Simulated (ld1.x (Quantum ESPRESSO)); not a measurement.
Cr (Z = 24): excitation energies, all-electron against TM semilocal

- Element: Cr
- Generator: ld1.x (Quantum ESPRESSO) 7.5
- Type: norm-conserving Troullier–Martins (semilocal form)
- Functional: PBE
- Relativity: scalar-relativistic
- Frozen core: [Ne]
- Valence charge: 14
- Reference configuration: 3s2 3p6 3d4.5 4s0 4p0 (charge +1.5)
- Partial waves: 3p (bound): rc 1.64 bohr; 3d (bound): rc 1.30 bohr; 3s (bound): rc 1.15 bohr
- Local potential: the s channel
- Core correction: none

Energies are relative to the spin-unpolarised reference configuration 3s2 3p6 3d4.5 4s0 4p0; without spin polarisation the order of configurations can differ from experiment.

```csv
valence configuration,charge,ΔE all-electron (eV),error AE − PS (meV)
3s2 3p6 3d5 4s0 4p0,+1,-6.401,-1.4
3s2 3p6 3d4 4s0 4p0,+2,9.652,-1.0
3s2 3p6 3d2 4s0 4p0,+4,88.761,+93
3s2 3p6 3d4 4s1 4p0,+1,-5.314,+280
3s2 3p6 3d4 4s2 4p0,0,-13.401,+427
```

**Question.** What are ΔE and the potential's error for 3s2 3p6 3d5 4s1 4p0?

**Answer.** ΔE = -13.301 eV all-electron; the error (AE − PS) is +160 meV.

**Question.** What are ΔE and the potential's error for 3s2 3p6 3d5 4s0 4p1?

**Answer.** ΔE = -10.181 eV all-electron; the error (AE − PS) is -2.1 meV.
